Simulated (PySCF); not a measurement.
**Structure revision by computed shifts**

A compound C$_{5}$H$_{15}$NOSi gives the data below (simulated from a calculation) and was assigned the structure `CC(C)[Si@H](O)N(C)C`.

13C{1H} NMR (computed): δ 68.0 (CH), 39.6 (CH3, 2C), 27.2 (CH3, 2C).

1H NMR (400 MHz, computed): δ 4.59 (s, 2H), 3.61 (sept, 1H), 2.57 (s, 6H), 1.13 (d, 6H).

Calculated, not measured (PySCF): structure optimised with PBE0-D3(BJ)/def2-SVP, shielding tensors at PBE0/pcSseg-1 (GIAO). Non-relativistic, in vacuum, one computed conformer, equivalent nuclei averaged.

Chemical shifts δ = σref − σ; 1H (σ = 31.27 ppm) and 13C (σ = 184.41 ppm) against TMS, all at this level.

Question: Compare with the shifts computed for the proposed structure, pairing carbons in order of shift.

Answer: Mapped SMILES: `[CH3:1][CH:2]([CH3:3])[Si@H:4]([OH:5])[N:6]([CH3:7])[CH3:8]`; H(Xn) means a hydrogen on atom n.

```
atom  computed for proposal  given list  difference
  C7                   37.3        68.0       -30.7
  C8                   37.3        39.6        -2.3
  C1                   17.6        39.6       -22.0
  C3                   16.1        27.2       -11.1
  C2                   13.7        27.2       -13.5
```

The rms difference is 18.7 ppm and the largest -30.7 ppm at C7 (methyl carbon bonded to N). The proposal also would give 4 carbon signals, not 3. The carbon types in order of shift don't match either: CH3, CH3, CH3, CH3, CH for the proposal against CH, CH3, CH3, CH3, CH3 in the data. The proposal doesn't fit.

Question: Which isomer fits?

Answer: SMILES CC(C)O[SiH2]N(C)C.

1. Carbon types of the structure: 1 × CH, 4 × CH3, leaving 2 H on heteroatoms.
2. δC 68.0: sp3 CH bonded to O; deshielded by the electronegative neighbour.
3. δC 27.2: methyl carbon; saturated and bonded to C and H only.
4. δH 3.61: hydrogen on an sp3 CH bonded to O; its carbon carries O, an electronegative neighbour.
5. δH 2.57: hydrogen on a methyl carbon bonded to N; its carbon carries N, an electronegative neighbour.

The shifts were computed for this structure.

Shifts are as computed. Against solution values, carbons near 30 ppm lie about +2 ppm off and those near 130 ppm about +5 ppm. Of 1309 compounds with measured shifts, 239 miss one by over three times the rms of a fit or turn the order of signals round; such compounds aren't used in these exercises. No couplings were computed; multiplicities are counted from neighbouring protons, with m where these are inequivalent, close in shift, in a saturated or five-membered ring or joined by F or P, and br s for small geminal =CH2 splittings.
